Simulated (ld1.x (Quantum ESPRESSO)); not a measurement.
Be (Z = 4) RRKJ: all-electron and pseudo phase curves

ld1.x (Quantum ESPRESSO) 7.5 input, shortened:

```
&input
   title='Be', zed=4., rel=1, dft='PZ', iswitch=3,
   config='[He] 2s1 2p0'
 /
 &inputp
   pseudotype=2, tm=.false., rho0=0.01, lloc=0,
   nlcc=.false.
 /
2
2P  2  1   0.00   0.00  4.66  4.66  0.0
1S  1  0   2.00   0.00  0.52  0.52  0.0
 &test
   configts(1)='1s2 2s1 2p0'
 /
```

Occupied shells without a wave of their own: 2s. They enter only through the test configuration that unscreens the potential.

The phase is arctan(r·u′/u) with u = r·R(r), unwrapped; energies in Ry, scanned from -11 to 5 Ry. A pole is an energy at which the radial function vanishes at the test radius. The pseudo phase is shifted by a multiple of π to meet the all-electron one at the reference energy, and phase errors are pseudo minus all-electron; the curves can meet again beyond the range given. Levels narrower than the energy grid can be missing from the lists of poles.

For each channel, where are the poles, and over which energies does the pseudopotential scatter like the atom?

| channel | radius (bohr) | reference energy (Ry) | poles, all-electron | poles, pseudo | unbroken range about the reference energy with phases within 0.05 rad | phase error 1 Ry above the reference energy (rad) |
| --- | --- | --- | --- | --- | --- | --- |
| s | 5.05 | -8.56 | -0.97, 0.53, 2.82 | -0.96, 0.54, 2.83 | below -1.1 | +0.000 |
| p | 5.05 | -0.72 | -0.68, 0.60, 2.64 | -0.68, 1.08, 4.88 | below -0.3 | +0.230 |

Note: ghost state, extra bound levels that the all-electron valence spectrum of the same l lacks: p at -8.5 eV. A true bound ghost makes a file unfit for plane-wave use.

Phases in the s channel:

```
E (Ry)  all-electron   pseudo
-11.00         1.510    1.510
-10.52         1.508    1.508
-10.04         1.507    1.507
 -9.56         1.505    1.505
 -9.08         1.503    1.503
 -8.60         1.501    1.501
 -8.12         1.499    1.499
 -7.64         1.497    1.497
 -7.16         1.494    1.494
 -6.68         1.491    1.491
 -6.20         1.488    1.488
 -5.72         1.484    1.484
 -5.24         1.480    1.480
 -4.76         1.475    1.475
 -4.28         1.469    1.469
 -3.80         1.461    1.461
 -3.32         1.452    1.452
 -2.84         1.440    1.440
 -2.36         1.424    1.424
 -1.88         1.398    1.398
 -1.40         1.345    1.345
 -0.92        -1.706   -1.700
 -0.44        -2.067   -2.063
  0.04        -4.326   -4.317
  0.52        -4.708   -4.705
  1.00        -4.862   -4.858
  1.48        -5.559   -5.507
  1.96        -7.639   -7.631
  2.44        -7.799   -7.797
  2.92        -7.866   -7.864
  3.40        -7.929   -7.926
  3.88        -8.059   -8.049
  4.36        -9.968   -9.777
  4.84       -10.846  -10.838
```
